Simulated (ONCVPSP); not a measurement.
## Configuration tests for neon (ONCV)

| Quantity | Value |
| --- | --- |
| Element | neon |
| Generator | ONCVPSP 4.0.1 |
| Type | optimised norm-conserving Vanderbilt (ONCV) |
| Functional | PBE |
| Relativity | scalar-relativistic |
| Frozen core | [He] |
| Valence charge | 8 |
| Reference configuration | 2s2 2p5 (charge +1) |
| Partial waves | 2s: rc 0.75 bohr, ncon 5, nbas 8, qcut 8.6 1/bohr, 1 projector; 2p: rc 1.10 bohr, ncon 5, nbas 10, qcut 10.8 1/bohr, 2 projectors, debl 1.4 Ha; d scattering state at 0.41 Ha: rc 1.05 bohr, ncon 3, nbas 7, qcut 10.1 1/bohr, 2 projectors, debl 2.6 Ha |
| Local potential | polynomial inside 0.55 bohr (lpopt 3, dvloc0 1 Ha) |
| Core correction | Teter function, fcfact 5.25, rcfact 1.4 |

Energies are relative to the spin-unpolarised reference configuration 2s2 2p5; without spin polarisation the order of configurations can differ from experiment.

```
valence configuration  charge  ΔE all-electron (eV)  error AE − PS (meV)
              2s2 2p3      +3               110.698                 +346
              2s1 2p6      +1                23.407                  +32
```

(1) What are ΔE and the potential's error for 2s2 2p6?

(2) What are ΔE and the potential's error for 2s2 2p4?

Answers

(1) ΔE = -22.475 eV all-electron; the error (AE − PS) is +19 meV.

(2) ΔE = 43.268 eV all-electron; the error (AE − PS) is +53 meV.
